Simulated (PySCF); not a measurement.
**Radial density of S (sulfur, neutral)**

UHF, [Ne] 3s2 3p3 4s1, high-spin 5S determinant (an excited configuration). All numbers are calculated (PySCF 2.14, the non-relativistic Hamiltonian (point nucleus), in aug-cc-pV(Q+d)Z (7s6p5d3f2g, 89 functions)).

```csv
r (bohr),4πr²ρ (e/bohr),4πr²(ρα − ρβ)
0.00150,0.07217,0.0000
0.00253,0.1977,0.0001
0.00425,0.5292,0.0002
0.00715,1.365,0.0005
0.0120,3.305,0.0013
0.0202,7.201,0.0031
0.0340,13.16,0.0075
0.0572,18.05,0.0221
0.0962,16.24,0.0779
0.162,11.97,0.2358
0.272,16.33,0.3860
0.458,14.86,0.1135
0.770,4.324,0.2434
1.30,3.241,1.6797
2.18,1.943,1.2452
3.67,0.3921,0.3494
6.17,0.1818,0.1816
10.4,0.001509,0.0015
```

The outer electron is Rydberg-like, and this basis confines it to a smaller radius and binds it less than a complete one would.
